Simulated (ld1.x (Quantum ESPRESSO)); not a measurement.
La (Z = 57), TM: configuration errors across variants

ld1.x (Quantum ESPRESSO) 7.5 input, shortened:

```
&input
   title='La', zed=57., rel=2, dft='PBE', iswitch=3,
   config='[Xe] 4f0 5d1 6s2 6p0', rel_dist='average'
 /
 &inputp
   pseudotype=2, tm=.true., lloc=3,
   nlcc=.false.
 /
4
5S  1  0   2.00   0.00  1.65  1.65  0.0
5P  2  1   6.00   0.00  2.75  2.75  0.0
5D  3  2   1.00   0.00  3.95  3.95  0.0
4F  4  3   0.00   0.00  1.75  1.75  0.0
 &test
   configts(1)='4f0 5s2 5p6 5d1 6s2 6p0'
 /
```

Open shells are filled in proportion to 2j + 1 (rel_dist='average').

Occupied shells without a wave of their own: 6s. They enter only through the test configuration that unscreens the potential.

All-electron excitation energies from the reference (eV): (1) 4f0 5s2 5p6 5d1 6s1 6p0 5.966; (2) 4f0 5s2 5p6 5d1 6s0 6p0 16.852; (3) 4f0 5s2 5p6 5d0 6s0 6p0 35.790; (4) 4f0 5s2 5p6 5d2 6s0 6p0 6.038; (5) 4f0 5s2 5p5 5d1 6s2 6p0 27.047; (6) 4f0 5s2 5p6 5d1 6s1.5 6p0 2.399.

Tests that are not counted but printed errors over 1 eV. “base”: 4f0 5s1 5p6 5d1 6s2 6p0 (solver errors, printed error -26.4 eV). “wave 5p (bound): rc 2.75 bohr becomes 5p (bound): rc 2.54 bohr”: 4f0 5s1 5p6 5d1 6s2 6p0 (solver errors, printed error -26.5 eV). “wave 5p (bound): rc 2.75 bohr becomes 5p (bound): rc 2.74 bohr”: 4f0 5s1 5p6 5d1 6s2 6p0 (solver errors, printed error -26.4 eV). “wave 5p (bound): rc 2.75 bohr becomes 5p (bound): rc 3.52 bohr”: 4f0 5s1 5p6 5d1 6s2 6p0 (solver errors, printed error -26.4 eV). “wave 5p (bound): rc 2.75 bohr becomes 5p (bound): rc 4.06 bohr”: 4f0 5s1 5p6 5d1 6s2 6p0 (solver errors, printed error -26.4 eV).

Errors AE − PS in meV (a dash: test not solved or not reliable):

| change | (1) | (2) | (3) | (4) | (5) | (6) | bound ghosts |
| --- | --- | --- | --- | --- | --- | --- | --- |
| base | +31 | +81 | +149 | +58 | -33 | +14 | not determined |
| wave 5p (bound): rc 2.75 bohr becomes 5p (bound): rc 1.92 bohr | +31 | +81 | +144 | +58 | -9.6 | +14 | not determined |
| wave 5p (bound): rc 2.75 bohr becomes 5p (bound): rc 2.20 bohr | +31 | +81 | +145 | +57 | -14 | +14 | not determined |
| wave 5p (bound): rc 2.75 bohr becomes 5p (bound): rc 2.54 bohr | +31 | +81 | +147 | +57 | -25 | +14 | not determined |
| wave 5p (bound): rc 2.75 bohr becomes 5p (bound): rc 2.74 bohr | +31 | +81 | +149 | +58 | -33 | +14 | not determined |
| wave 5p (bound): rc 2.75 bohr becomes 5p (bound): rc 3.52 bohr | +31 | +82 | +155 | +59 | -49 | +14 | not determined |
| wave 5p (bound): rc 2.75 bohr becomes 5p (bound): rc 3.82 bohr | +31 | +81 | +151 | +58 | -42 | +14 | not determined |
| wave 5p (bound): rc 2.75 bohr becomes 5p (bound): rc 4.06 bohr | +31 | +78 | +141 | +56 | -25 | +14 | not determined |

Question: Give the same row for: wave 5p (bound): rc 2.75 bohr becomes 5p (bound): rc 3.16 bohr.

Answer: +31, +82, +154, +59, -47, +14; bound ghosts: not determined.
